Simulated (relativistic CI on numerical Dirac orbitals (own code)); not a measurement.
A reference radial Dirac CI calculation of Cl III gave the lowest total energy -459.49754 Ha in 30 SCF steps, from this input:

```
atom Cl  Z=17  charge=2  electrons=15
nucleus A=35  rms_radius_fm=3.3654
hamiltonian dirac-coulomb  breit=on  qed=on  c_scale=1
orbitals kli  potential=per-configuration
slater_scale 1
correlation none
mixing on
grid step=0.0125 r_max=34.3
scf mixing=0.4 start=green max_iterations=150 tolerance=2e-08 node_fill=0.05
configurations
  [Ne] 3s2 3p3
  [Ne] 3s 3p4
  [Ne] 3s2 3p2 3d
end
```

One setting was then changed, and the output read:

```
SCF 1: [Ne] 3s2 3p3
 iter      energy (Ha)   residual   last orbital (Ha)
    1      -456.622084   1.26e+00     -1.89901
    2      -458.997373   5.37e-01     -1.53443
    3      -459.571751   2.77e-02     -1.34808
    4      -459.573251   3.02e-02     -1.40051
    5      -459.574353   1.04e-03     -1.38363
    6      -459.574368   1.35e-04     -1.38226
    7      -459.574370   5.06e-05     -1.38239
    8      -459.574370   5.34e-07     -1.38246
    9      -459.574370   6.13e-07     -1.38246
   10      -459.574370   3.07e-09     -1.38246
SCF 2: [Ne] 3s 3p4
 iter      energy (Ha)   residual   last orbital (Ha)
    1      -456.028021   1.27e+00     -1.89901
    2      -458.456406   5.34e-01     -1.51986
    3      -459.022412   2.88e-02     -1.33127
    4      -459.024723   2.93e-02     -1.38573
    5      -459.025737   1.31e-03     -1.36833
    6      -459.025765   1.19e-04     -1.36641
    7      -459.025766   4.08e-05     -1.36655
    8      -459.025768   1.25e-06     -1.36661
    9      -459.025768   6.05e-07     -1.36660
   10      -459.025768   4.40e-09     -1.36660
SCF 3: [Ne] 3s2 3p2 3d
 iter      energy (Ha)   residual   last orbital (Ha)
    1      -455.960070   1.26e+00     -1.03143
    2      -458.347237   5.26e-01     -0.77415
    3      -458.884989   2.73e-02     -0.67542
    4      -458.888393   1.62e-02     -0.70049
    5      -458.888964   9.41e-04     -0.69657
    6      -458.888996   8.63e-05     -0.69584
    7      -458.888996   4.39e-05     -0.69590
    8      -458.888997   1.22e-06     -0.69595
    9      -458.888997   4.53e-08     -0.69595
   10      -458.888997   2.25e-08     -0.69595
   11      -458.888997   2.30e-10     -0.69595
orbital energies (Ha): 1s -102.3354  2s -10.6499  2p1/2 -8.4395  2p3/2 -8.3770  3s -1.8684  3p1/2 -1.3882  3p3/2 -1.3825
configuration averages (Ha): Dirac-Coulomb, Breit, QED
  3s2 3p3                       -459.574370    0.108040    0.071289
  3s 3p4                        -459.025768    0.107999    0.070974
  3s2 3p2 3d                    -458.888997    0.107686    0.071318
levels: no., configuration, term, J, E (cm-1), weight
   1 3s2 3p3                4S*  3/2              0.0  1.00
   2 3s2 3p3                2D*  3/2          22414.9  1.00
   3 3s2 3p3                2D*  5/2          22468.4  1.00
   4 3s2 3p3                2P*  1/2          37423.7  1.00
   5 3s2 3p3                2P*  3/2          37521.3  1.00
   6 3s 3p4                 4P   5/2          91975.3  0.85
   7 3s 3p4                 4P   3/2          92583.0  0.85
   8 3s 3p4                 4P   1/2          92928.5  0.85
   9 3s 3p4                 2D   3/2         121277.3  0.68
  10 3s 3p4                 2D   5/2         121323.0  0.68
  11 3s2 3p2 3d             2P   3/2         136821.3  0.74
  12 3s2 3p2 3d             2P   1/2         137548.5  0.74
  13 3s2 3p2 3d             4F   3/2         145390.7  1.00
  14 3s2 3p2 3d             4F   5/2         145620.7  1.00
lowest total energy -459.497424 Ha
end: converged
```

Which setting was changed?
A. grid step
B. QED terms
C. charge
D. speed of light

A. The grid step 0.04.
